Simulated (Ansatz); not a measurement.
Geometry optimisation, DFT PBEsol, scalar-relativistic, plane waves, PAW (Ansatz 0.2.0).

The input (input.yaml):

```yaml
accuracy: low
crystal:
  lattice:
    - [6.42, 0.0, 0.0]
    - [-4.815, 8.339825, 0.0]
    - [0.0, 0.0, 5.21304]
  atoms:
    - { symbol: Mg, position: [0.0, 0.0, 0.0] }
    - { symbol: Mg, position: [0.1666667, 0.2222222, 0.5] }
    - { symbol: Mg, position: [0.0, 0.3333333, 0.0] }
    - { symbol: Mg, position: [0.1666667, 0.5555556, 0.5] }
    - { symbol: Mg, position: [0.0, 0.6666667, 0.0] }
    - { symbol: Mg, position: [0.1666667, 0.8888889, 0.5] }
    - { symbol: Mg, position: [0.5, 0.0, 0.0] }
    - { symbol: Mg, position: [0.6666667, 0.2222222, 0.5] }
    - { symbol: Mg, position: [0.5, 0.3333333, 0.0] }
    - { symbol: Mg, position: [0.6666667, 0.5555556, 0.5] }
    - { symbol: Mg, position: [0.5, 0.6666667, 0.0] }
    - { symbol: Mg, position: [0.6666667, 0.8888889, 0.5] }
    - { symbol: B, position: [0.825657, 0.7762507, 0.7470542] }
basis:
  ecutwfc: 420.0
kpoints:
  mp_grid: { grid: [2, 2, 2] }
hamiltonian:
  xc: pbesol
scf:
  occupations: { method: fermi_dirac, width: 0.05 }
  lower_state_search: "off"
relax:
  f_tol: 0.08
  max_steps: 25
  adjacent_minimum: "off"
output:
  write_density: true
  write_potential: true
  elf: true
  volumetric_format: npy
```

Command:

```bash
$ ansatz run input.yaml --threads 1 --pin off --max-ram 3072MiB --backend cpu --events-out ev --progress --plain --runs-dir out
```

Problem. Where does it end, and by what steps?

Solution. It converged. The threshold is loose, so the end isn't yet a minimum. Limits of this set-up: coarse k mesh, odd electron count without spin, low accuracy level. After 2 steps the energy has fallen by 0.124 eV; Mg4 moved furthest, 0.12 Å.

| step | energy less start (eV) | largest force component (eV/Å) | accepted |
| --- | --- | --- | --- |
| 0 | 0.0000 | 0.395 | yes |
| 1 | -0.1201 | 0.174 | yes |
| 2 | -0.1238 | 0.070 | yes |

```xyz
13
Lattice="6.4200 0.0000 0.0000 -4.8150 8.3398 0.0000 0.0000 0.0000 5.2130" Properties=species:S:1:pos:R:3
Mg -0.003 0.049 0.000
Mg -0.001 1.897 2.599
Mg -1.625 2.752 -0.004
Mg -1.580 4.541 2.530
Mg -3.185 5.524 0.001
Mg -3.214 7.475 2.572
Mg 3.185 0.092 0.077
Mg 3.223 1.880 2.613
Mg 1.602 2.734 0.007
Mg 1.609 4.576 2.600
Mg -0.003 5.495 0.037
Mg -0.033 7.457 2.600
B 1.589 6.480 3.902
```

Whether the end is a true minimum wasn't checked by a vibrational analysis.

Run time: 7.5 s on 1 thread of AMD EPYC 9R45 96-Core Processor (Zen 5), on a shared host, peak memory 0.59 GiB.
